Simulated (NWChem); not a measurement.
System: CH4Cl2Ge; SMILES [CH3][GeH]([Cl])[Cl]

Computed with NWChem. Geometry: optimised at PBE0/def2-SVP. Ions are spin-unrestricted doublets at the neutral geometry; other ion states weren't tried.

For level PBE/def2-SVP:

| Quantity | Value |
|---|---|
| vertical ionisation energy, ΔSCF (eV) | 10.13 |
| −ε(HOMO) (eV) | 7.18 |

**Question.** How do the values read with level PBE0/def2-SVP instead?

**Answer.** 
| Quantity | Result |
|---|---|
| vertical ionisation energy, ΔSCF (eV) | 10.69 |
| −ε(HOMO) (eV) | 8.60 |
